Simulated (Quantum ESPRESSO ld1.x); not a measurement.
The numbers below are computed, except where a source is named.
Task: The rubidium ion Rb3+, 34 electrons, occupied as [Ar] 3d10 4s1 4p5 (not the ground configuration). Code: ld1.x of Quantum ESPRESSO 7.5. Model: Dirac Kohn-Sham, LDA (Slater exchange, Perdew-Zunger correlation), spin-unpolarised, spherical densities, point nucleus; open shells are shared between the two j in proportion to 2j + 1. Some entries of the table are withheld. Estimate them.

| orbital | occ. | eigenvalue (hartree) | r(max) (bohr) | <1/r> (bohr^-1) |
|---|---|---|---|---|
| 1s1/2 | 2 | -552.796 | 0.026 | 37.83 |
| 2s1/2 | 2 | -75.0397 | (1) | 8.491 |
| 2p1/2 | 2 | -68.2480 | 0.118 | 8.469 |
| 2p3/2 | 4 | -66.0181 | 0.121 | 8.157 |
| 3s1/2 | 2 | -12.2726 | 0.452 | 2.821 |
| 3p1/2 | 2 | (2) | (3) | 2.713 |
| 3p3/2 | 4 | (4) | (5) | 2.638 |
| 3d3/2 | 4 | -5.22173 | 0.391 | 2.407 |
| 3d5/2 | 6 | -5.16441 | 0.394 | 2.388 |
| 4s1/2 | 1 | -2.38766 | 1.23 | 0.9737 |
| 4p1/2 | 1.66667 | -1.77612 | (6) | 0.8619 |
| 4p3/2 | 3.33333 | -1.73505 | (7) | 0.8441 |

Result: 
(1) 2s1/2 r(max) (bohr): 0.150
(2) 3p1/2 eigenvalue (hartree): -9.83768
(3) 3p1/2 r(max) (bohr): 0.441
(4) 3p3/2 eigenvalue (hartree): -9.50123
(5) 3p3/2 r(max) (bohr): 0.448
(6) 4p1/2 r(max) (bohr): 1.34
(7) 4p3/2 r(max) (bohr): 1.37
